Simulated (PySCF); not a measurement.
C₄H₈O₃S.
Cartesian coordinates in Å at the GFN2-xTB level; atoms count from 1:
```xyz
16
C4H8O3S angstrom
C     -1.2375   -1.1277    0.4055
C     -0.5165   -0.1463   -0.4260
C     -1.0625    1.2116   -0.5990
C      0.7519   -0.4277   -0.8617
S      1.7340    0.2287    0.8102
O      1.2140   -0.6224    1.8396
O      3.0377   -0.0805    0.3107
O      1.3741    1.6148    0.8727
H     -0.6814   -1.1971    1.3475
H     -1.2236   -2.1209   -0.0388
H     -2.2603   -0.8307    0.6150
H     -0.4666    1.8621    0.0519
H     -0.9243    1.5782   -1.6140
H     -2.1079    1.2840   -0.3170
H      1.2428    0.2253   -1.5668
H      1.1186   -1.4423   -0.8412
```

The closed-shell SCF was solved with PySCF and density fitting under several settings on one GFN2-xTB geometry (grid level 2 and gas phase unless stated).

| settings | basis functions | SCF cycles | E (Eh) | HOMO (eV) | LUMO (eV) | dipole (D) |
| --- | --- | --- | --- | --- | --- | --- |
| PBE0/pcSseg-1 | 183 | 16 | -780.3642 | -8.01 | -3.15 | 6.43 |
| PBE0/def2-SVPD | 240 | 16 | -780.0461 | -8.15 | -3.20 | 6.62 |
| KT2/def2-SVP, grid level 3 | 156 | 17 | -789.6484 | -6.25 | -3.72 | 5.76 |
| wB97X-D/STO-3G, IEF-PCM water, start guess atom, level shift 0.1 Eh | 52 | 13 | -771.1155 | -5.77 | 2.25 | 3.87 |
| BHandHLYP/6-31G, IEF-PCM acetonitrile, grid level 1, energy threshold 1e-11 Eh | 92 | 13 | -780.3513 | -9.74 | -2.19 | 9.85 |

Q: Estimate the rows for these settings: (1) B97-D/def2-SVP, fitting basis def2-universal-jkfit; (2) OPBE/6-31G, grid level 3.

A: 
```
                                          settings  basis functions  SCF cycles     E (Eh)  HOMO (eV)  LUMO (eV)  dipole (D)
B97-D/def2-SVP, fitting basis def2-universal-jkfit              156          13  -780.3231      -6.16      -3.67        5.82
                          OPBE/6-31G, grid level 3               92          18  -780.3956      -6.66      -3.93        6.48
```

Q: Over all rows, what range does the HOMO–LUMO gap span?

A: From 2.49 eV (B97-D/def2-SVP, fitting basis def2-universal-jkfit) to 8.02 eV (wB97X-D/STO-3G, IEF-PCM water, start guess atom, level shift 0.1 Eh). The functional of the narrowest has no exact exchange, that of the widest range-separated exact exchange.

Q: And the dipole moment?

A: From 3.87 D (wB97X-D/STO-3G, IEF-PCM water, start guess atom, level shift 0.1 Eh) to 9.85 D (BHandHLYP/6-31G, IEF-PCM acetonitrile, grid level 1, energy threshold 1e-11 Eh); the largest is 2.55 times the smallest, and the median is 6.43 D.

Q: Compare two rows with the functional PBE0: PBE0/pcSseg-1 and PBE0/def2-SVPD. Which energy is lower, and by how much?

A: PBE0/pcSseg-1 (183 functions) lies 0.3181 Eh or 200 kcal/mol below PBE0/def2-SVPD (240 functions). The smaller set gives the lower energy; the two sets aren't nested, so the variational bound doesn't order them by size.

B97-D and wB97X-D ran without the empirical dispersion term, which would shift the total energy alone. Cycle counts include a coarse-grid stage where the run had one. KT2 was designed for NMR shieldings or shifts; total energies of different functionals aren't comparable. The species at its GFN2-xTB geometry (one conformer only).
